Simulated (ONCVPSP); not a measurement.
Pseudopotential generation for Tm (Z = 69): ONCV, PBEsol, scalar-relativistic.

The input file (ONCVPSP 4.0.1):

```
# ATOM AND REFERENCE CONFIGURATION
# atsym  z   nc   nv     iexc    psfile
  Tm 69.00    9    4  -116133      upf
#
#   n    l    f
    1    0    2.00
    2    0    2.00
    2    1    6.00
    3    0    2.00
    3    1    6.00
    3    2   10.00
    4    0    2.00
    4    1    6.00
    4    2   10.00
    4    3   13.00
    5    0    2.00
    5    1    6.00
    6    0    1.00
#
# PSEUDOPOTENTIAL AND OPTIMIZATION
# lmax
    3
#
#   l,   rc,      ep,       ncon, nbas, qcut
    0    2.20    0.00    4    6    6.00
    1    1.80    0.00    4    7    8.90
    2    1.85    0.10    4    6    6.00
    3    0.85    0.00    5   10   21.50
#
# LOCAL POTENTIAL
# lloc, lpopt,  rc(5),   dvloc0
    4    5    0.80    6.00
#
# VANDERBILT-KLEINMAN-BYLANDER PROJECTORs
# l, nproj, debl
    0    3    0.60
    1    2    1.00
    2    3    2.10
    3    2    2.80
#
# MODEL CORE CHARGE
# icmod, fcfact, rcfact
    2    0.20    0.65
#
# LOG DERIVATIVE ANALYSIS
# epsh1, epsh2, depsh
   -4.00    5.00    0.02
#
# OUTPUT GRID
# rlmax, drl
    6.00    0.01
#
# TEST CONFIGURATIONS
# ncnf
    4
# nvcnf
#   n    l    f
    4
    4    3   13.00
    5    0    2.00
    5    1    6.00
    6    0    2.00
#
    4
    4    3   13.00
    5    0    2.00
    5    1    6.00
    6    0    0.00
#
    4
    4    3   12.00
    5    0    2.00
    5    1    6.00
    6    0    0.00
#
    4
    4    3   13.00
    5    0    2.00
    5    1    6.00
    6    0    1.50
#
```

Command:

```bash
oncvpsp.x < Tm.dat > Tm.out
```

Output (shortened: citation, most of the input echo, consistency checks and plot data are left out):

```
ONCVPSP  (Optimized Norm-Conservinng Vanderbilt PSeudopotential)
scalar-relativistic version 4.0.1

#   n    l    f        energy (Ha)
    1    0    2.00    -2.1783283E+03
    2    0    2.00    -3.6773066E+02
    2    1    6.00    -3.2472897E+02
    3    0    2.00    -8.2825380E+01
    3    1    6.00    -6.9806821E+01
    3    2   10.00    -5.3734571E+01
    4    0    2.00    -1.6501029E+01
    4    1    6.00    -1.2223479E+01
    4    2   10.00    -6.5461951E+00
    4    3   13.00    -3.6035948E-01
    5    0    2.00    -2.2111768E+00
    5    1    6.00    -1.2373534E+00
    6    0    1.00    -3.3636719E-01

Reference configufation results
  iterations    37
  all-electron total energy (Ha)   -1.35629539D+04

Begin loop to  construct optimized pseudo wave functions
and semi-local pseudopoentials for all angular momenta

   Wellstate for l =  0  n =  7
     eigenvalue =   0.2636
     asymptotic potential =   0.7636
     half-point radius =  5.7435

Calculating optimized projector #   1

 for l=   0

    Fraction of norm inside rc  0.976030
    Optimizing pswf for qcut=   6.01 a_B^-1,  ecut=  18.04 Ha
    Residual kinetic energy error=  8.39D-07 Ha

    Energy error per electron        Cutoff
         Ha          eV             Ha
         0.01000     0.27211        4.39
         0.00100     0.02721       10.52
         0.00010     0.00272       13.17
         0.00001     0.00027       15.53

Calculating optimized projector #   2

 for l=   0

    Fraction of norm inside rc  0.100219
    Optimizing pswf for qcut=   6.01 a_B^-1,  ecut=  18.04 Ha
    Residual kinetic energy error=  2.07D-06 Ha

    Energy error per electron        Cutoff
         Ha          eV             Ha
         0.01000     0.27211        3.30
         0.00100     0.02721       10.57
         0.00010     0.00272       13.86
         0.00001     0.00027       16.47

Calculating optimized projector #   3

 for l=   0

    Fraction of norm inside rc  0.107873
    Optimizing pswf for qcut=   6.01 a_B^-1,  ecut=  18.04 Ha
    Residual kinetic energy error=  4.82D-06 Ha

    Energy error per electron        Cutoff
         Ha          eV             Ha
         0.01000     0.27211        4.30
         0.00100     0.02721       11.48
         0.00010     0.00272       14.83
         0.00001     0.00027       17.28

WARNING wellstate: negative energy specified for n= 6 l=  1
WARNING scattering state with energy  0.25000000
WARNING will be used for the first projector

   Wellstate for l =  1  n =  6
     eigenvalue =   0.2500
     asymptotic potential =   0.7500
     half-point radius =  3.1137

Calculating optimized projector #   1

 for l=   1

    Fraction of norm inside rc  0.768634
    Optimizing pswf for qcut=   8.90 a_B^-1,  ecut=  39.56 Ha
    Residual kinetic energy error=  7.05D-08 Ha

    Energy error per electron        Cutoff
         Ha          eV             Ha
         0.01000     0.27211       15.20
         0.00100     0.02721       21.90
         0.00010     0.00272       27.02
         0.00001     0.00027       31.07

Calculating optimized projector #   2

 for l=   1

    Fraction of norm inside rc  0.110009
    Optimizing pswf for qcut=   8.90 a_B^-1,  ecut=  39.56 Ha
    Residual kinetic energy error=  2.65D-08 Ha

    Energy error per electron        Cutoff
         Ha          eV             Ha
         0.01000     0.27211       12.58
         0.00100     0.02721       21.07
         0.00010     0.00272       26.66
         0.00001     0.00027       31.16

WARNING wellstate: moderately localized bound state found for n= 5 l=  2
WARNING scattering state with energy  0.05000000
WARNING will be used for the first projector

   Wellstate for l =  2  n =  6
     eigenvalue =   0.0500
     asymptotic potential =   0.5500
     half-point radius =  9.1543

   Wellstate for l =  2  n =  7
     eigenvalue =   2.1500
     asymptotic potential =   2.6500
     half-point radius =  3.7350

   Wellstate for l =  2  n =  8
     eigenvalue =   4.2500
     asymptotic potential =   4.7500
     half-point radius =  3.6188

Calculating optimized projector #   1

 for l=   2

    Fraction of norm inside rc  0.106075
    Optimizing pswf for qcut=   6.00 a_B^-1,  ecut=  17.98 Ha
    Residual kinetic energy error=  1.37D-06 Ha

    Energy error per electron        Cutoff
         Ha          eV             Ha
         0.01000     0.27211        6.11
         0.00100     0.02721        9.13
         0.00010     0.00272       11.64
         0.00001     0.00027       13.81

Calculating optimized projector #   2

 for l=   2

    Fraction of norm inside rc  0.105549
    Optimizing pswf for qcut=   6.00 a_B^-1,  ecut=  17.98 Ha
    Residual kinetic energy error=  2.49D-05 Ha

    Energy error per electron        Cutoff
         Ha          eV             Ha
         0.01000     0.27211        8.95
         0.00100     0.02721       11.87
         0.00010     0.00272       14.35
         0.00001     0.00027       23.06

Calculating optimized projector #   3

 for l=   2

    Fraction of norm inside rc  0.084707
    Optimizing pswf for qcut=   6.00 a_B^-1,  ecut=  17.98 Ha
    Residual kinetic energy error=  1.32D-04 Ha

    Energy error per electron        Cutoff
         Ha          eV             Ha
         0.01000     0.27211       10.32
         0.00100     0.02721       12.84
         0.00010     0.00272       31.67
         0.00001     0.00027       62.26

   Wellstate for l =  3  n =  6
     eigenvalue =   2.4396
     asymptotic potential =   2.9396
     half-point radius =  3.0702

Calculating optimized projector #   1

 for l=   3

    Fraction of norm inside rc  0.660982
    Optimizing pswf for qcut=  21.49 a_B^-1,  ecut= 230.85 Ha
    Residual kinetic energy error=  4.19D-05 Ha

    Energy error per electron        Cutoff
         Ha          eV             Ha
         0.01000     0.27211      170.34
         0.00100     0.02721      194.80
         0.00010     0.00272      215.51

Calculating optimized projector #   2

 for l=   3

    Fraction of norm inside rc  0.036370
    Optimizing pswf for qcut=  21.49 a_B^-1,  ecut= 230.85 Ha
    Residual kinetic energy error=  2.59D-06 Ha

    Energy error per electron        Cutoff
         Ha          eV             Ha
         0.01000     0.27211      145.39
         0.00100     0.02721      177.50
         0.00010     0.00272      201.72
         0.00001     0.00027      220.26

Construct Vanderbilt / Kleinmman-Bylander projectors

B matrix Hermiticity error, ll=   0
   1   2    1.8674E-04
   1   3   -2.4357E-04
   2   3    2.1498E-05

  Orthonormal projector coefficients  2.2142E+01  3.6180E+00  6.1322E-01

B matrix Hermiticity error, ll=   1
   1   2    1.8464E-04

  Orthonormal projector coefficients  1.4610E+01  1.2750E+00

B matrix Hermiticity error, ll=   2
   1   2    8.9720E-05
   1   3   -1.4602E-04
   2   3    1.3283E-04

  Orthonormal projector coefficients  1.0770E+01  2.3681E+00  4.5693E-01

B matrix Hermiticity error, ll=   3
   1   2   -5.9969E-04

  Orthonormal projector coefficients -4.1882E+01 -1.1478E+01

Model core correction analysis
  based on d2Exc/dn_idn_j

d2excae - all-electron derivatives

   -1.955842D-02   -1.196462D-02   -9.011513D-03   -1.634274D-03
   -1.196443D-02   -2.535051D-02   -2.211012D-02   -1.872310D-03
   -9.011344D-03   -2.211008D-02   -2.287660D-02   -4.040986D-03
   -1.633264D-03   -1.870737D-03   -4.035948D-03   -4.475849D-02

d2excps - pseudofunction derivatives with no core correction

   -3.901496D-02   -2.012654D-02   -1.106510D-02   -2.304275D-03
   -2.012664D-02   -2.327149D-02   -2.100325D-02   -1.858439D-03
   -1.106497D-02   -2.100306D-02   -2.381440D-02   -3.989234D-03
   -2.303285D-03   -1.856861D-03   -3.984192D-03   -4.475917D-02

rms 2nd derivative error    5.748837E-03

amplitude prefactor, scale prefactor
    4.0760    1.3319

d2excps - pseudofunction derivatives with core correction

   -2.863242D-02   -1.585302D-02   -9.724398D-03   -1.927469D-03
   -1.585296D-02   -2.078714D-02   -1.980785D-02   -1.649144D-03
   -9.724226D-03   -1.980763D-02   -2.319186D-02   -3.887423D-03
   -1.926462D-03   -1.647557D-03   -3.882380D-03   -4.474103D-02

rms 2nd derivative error    3.014950E-03

Pseudoatom total energy -218.349826

Diagnostic tests using Vanderbilt-Kleinman-Bylander pseudopotentials
  1 or more projectors used as specified by nproj input data

   l    rcore       rmatch      e in        delta e   norm test  slope test

   0   2.2103356   2.2774462  -2.2111768   0.0000020   1.0001632   1.0001514
   0   2.2103356   2.2774462  -0.3363672   0.0000014   1.0000252   1.0000191
   0   2.2103356   2.2774462   0.2636328   0.0000102   1.0001539   1.0001539

   1   1.8035445   1.8583040  -1.2373534  -0.0000051   1.0001032   1.0001147
   1   1.8035445   1.8583040   0.2500000   0.0000020   1.0003269   1.0003269

   2   1.8583040   1.9147262   0.0500000   0.0000070   1.0001390   1.0001390
   2   1.8583040   1.9147262   2.1500000   0.0000093   1.0003018   1.0003018
   2   1.8583040   1.9147262   4.2500000   0.0001269   1.0003615   1.0003615

   3   0.8538455   0.8797701  -0.3603595   0.0000915   1.0003981   1.0002907
   3   0.8538455   0.8797701   2.4396405  -0.0000432   1.0008413   1.0008413

 Testing for bound ghosts
   n   l    E NL Schr. Eq   E Basis Diag.   E Cutoff

       0                       -4.601287     39.11  WARNING - GHOST(-)
   1   0       -2.211175       -2.211060     39.11
   2   0       -0.336366       -0.321473     39.11

   2   1       -1.237359       -1.237279     68.49

   3   2       -0.241710       -0.221430     74.64

   4   3       -0.360268       -0.338386    837.38

 Testing for highly-localized positive-energy ghosts
       l    <radius>/rc     E Basis Diag.   E Cutoff

       1        0.251506        3.082561     68.49  WARNING - GHOST(+)

Test configuration 0

   n   l     f        eae           eps        diff
   1   0  2.0000-2178.32829690
   2   0  2.0000 -367.73065781
   2   1  6.0000 -324.72897257
   3   0  2.0000  -82.82538011
   3   1  6.0000  -69.80682055
   3   2 10.0000  -53.73457099
   4   0  2.0000  -16.50102938
   4   1  6.0000  -12.22347920
   4   2 10.0000   -6.54619507
   4   3 13.0000   -0.36035948   -0.36026800    9.15D-05
   5   0  2.0000   -2.21117678   -2.21117480    1.98D-06
   5   1  6.0000   -1.23735342   -1.23735851   -5.09D-06
   6   0  1.0000   -0.33636719   -0.33636582    1.37D-06

    Total energies and differences
      AE_ref= -1.35629539D+04  AE_tst= -1.35629539D+04  dif=  0.00D+00
      PS_ref= -2.18349826D+02  PS_tst= -2.18349826D+02  dif= -2.30D-12
      PSP excitation error=  2.30D-12

Test configuration 1

   n   l     f        eae           eps        diff
   1   0  2.0000-2178.08261206
   2   0  2.0000 -367.48595400
   2   1  6.0000 -324.48412817
   3   0  2.0000  -82.58203347
   3   1  6.0000  -69.56344689
   3   2 10.0000  -53.49106962
   4   0  2.0000  -16.25713896
   4   1  6.0000  -11.97937263
   4   2 10.0000   -6.30179078
   4   3 13.0000   -0.11536104   -0.11504613    3.15D-04
   5   0  2.0000   -1.96325595   -1.96374383   -4.88D-04
   5   1  6.0000   -0.98993929   -0.99001318   -7.39D-05
   6   0  2.0000   -0.14305014   -0.14307894   -2.88D-05

    Total energies and differences
      AE_ref= -1.35629539D+04  AE_tst= -1.35631928D+04  dif= -2.39D-01
      PS_ref= -2.18349826D+02  PS_tst= -2.18587770D+02  dif= -2.38D-01
      PSP excitation error= -9.39D-04

Test configuration 2

   n   l     f        eae           eps        diff
   1   0  2.0000-2178.61607088
   2   0  2.0000 -368.01648832
   2   1  6.0000 -325.01500648
   3   0  2.0000  -83.10899289
   3   1  6.0000  -70.09047168
   3   2 10.0000  -54.01842209
   4   0  2.0000  -16.78549733
   4   1  6.0000  -12.50827517
   4   2 10.0000   -6.83143053
   4   3 13.0000   -0.64614114   -0.64660671   -4.66D-04
   5   0  2.0000   -2.50089352   -2.50019918    6.94D-04
   5   1  6.0000   -1.52499143   -1.52484661    1.45D-04

    Total energies and differences
      AE_ref= -1.35629539D+04  AE_tst= -1.35625133D+04  dif=  4.41D-01
      PS_ref= -2.18349826D+02  PS_tst= -2.17909356D+02  dif=  4.40D-01
      PSP excitation error=  9.75D-05

Test configuration 3

   n   l     f        eae           eps        diff
   1   0  2.0000-2179.29949656
   2   0  2.0000 -368.71891613
   2   1  6.0000 -325.71493369
   3   0  2.0000  -83.83560608
   3   1  6.0000  -70.81662713
   3   2 10.0000  -54.74237072
   4   0  2.0000  -17.50237055
   4   1  6.0000  -13.22037093
   4   2 10.0000   -7.53600583
   4   3 12.0000   -1.31532383   -1.31935673   -4.03D-03
   5   0  2.0000   -3.08435591   -3.09756399   -1.32D-02
   5   1  6.0000   -2.06859905   -2.06593251    2.67D-03

    Total energies and differences
      AE_ref= -1.35629539D+04  AE_tst= -1.35615408D+04  dif=  1.41D+00
      PS_ref= -2.18349826D+02  PS_tst= -2.16936296D+02  dif=  1.41D+00
      PSP excitation error= -4.29D-04

Test configuration 4

   n   l     f        eae           eps        diff
   1   0  2.0000-2178.19953526
   2   0  2.0000 -367.60252356
   2   1  6.0000 -324.60076046
   3   0  2.0000  -82.69803443
   3   1  6.0000  -69.67946010
   3   2 10.0000  -53.60713794
   4   0  2.0000  -16.37337825
   4   1  6.0000  -12.09570653
   4   2 10.0000   -6.41825643
   4   3 13.0000   -0.23211922   -0.23187675    2.42D-04
   5   0  2.0000   -2.08133390   -2.08159630   -2.62D-04
   5   1  6.0000   -1.10789121   -1.10793533   -4.41D-05
   6   0  1.5000   -0.23697497   -0.23699265   -1.77D-05

    Total energies and differences
      AE_ref= -1.35629539D+04  AE_tst= -1.35630973D+04  dif= -1.43D-01
      PS_ref= -2.18349826D+02  PS_tst= -2.18493001D+02  dif= -1.43D-01
      PSP excitation error= -2.92D-04
```

Note: ghosts flagged at negative energy: s at -125.2 eV; GHOST(+) flagged for p at 83.9 eV. A true bound ghost makes a file unfit for plane-wave use.

The run took about 6.2 s on one core of a shared server CPU.
